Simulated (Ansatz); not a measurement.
CH3FInNO, SMILES `[NH2][In]([F])[CH]=O`. The species carries charge 0 and has multiplicity 1. In: def2 effective core potential. The structure was optimised at the PBE0-D4/def2-TZVP level. It is one conformer, not always the lowest.

```xyz
8

N    -1.563    0.323   -1.197
In    0.170    0.276   -0.203
F     1.380    1.641   -0.948
C     1.082   -0.667    1.580
O     0.557   -1.547    2.192
H    -2.166   -0.485   -1.189
H    -1.540    0.736   -2.119
H     2.080   -0.277    1.884
```

Problem. What is the dipole moment at PBE/def2-TZVPP? (An estimate is asked.)

Solution. Computed: 1.89 D, with components (-1.00, -1.60, 0.00) D in this frame, pointing from negative to positive charge.

Problem. And with r2SCAN, B3LYP, ωB97M-V? (An estimate is asked.)

Solution. Computed: r2SCAN 1.88 D, B3LYP 1.85 D, ωB97M-V 1.80 D.

Problem. Give the Mulliken charges with PBE, B3LYP, r2SCAN in def2-TZVPP. (An estimate is asked.)

Solution. Ansatz gave: 
```tsv
atom	PBE	B3LYP	r2SCAN
N1	-0.45	-0.47	-0.51
In2	0.68	0.80	0.78
F3	-0.47	-0.52	-0.51
C4	-0.02	-0.03	0.06
O5	-0.15	-0.19	-0.22
H6	0.15	0.14	0.16
H7	0.16	0.15	0.17
H8	0.10	0.11	0.07
```

B3LYP here is the variant with VWN-RPA as its local correlation; programs differ in this.
